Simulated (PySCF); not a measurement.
Molecule: CH₆Sn, net charge 0, singlet state. SMILES: [CH3][SnH3]
Geometry: optimised at B3LYP-D3(BJ)/def2-TZVP (Ansatz).

Dispersion corrections to the total energy (kcal/mol) from the dftd3 and dftd4 libraries through PySCF: D3(BJ) without and D4 with the three-body term, each with the damping fitted for the functional named.

```
functional  D3(BJ)     D4
----------  ------  -----
LC-wPBE      -2.69      ?
B3LYP        -5.00  -4.22
TPSSh        -3.20      ?
BHLYP        -4.18      ?
BP86         -4.65  -3.48
TPSS         -3.47  -3.49
HF          -24.11  -9.30
```

Problem. What belongs in the gaps?

Solution. 
- LC-wPBE, D4: -2.92
- TPSSh, D4: -3.15
- BHLYP, D4: -3.36
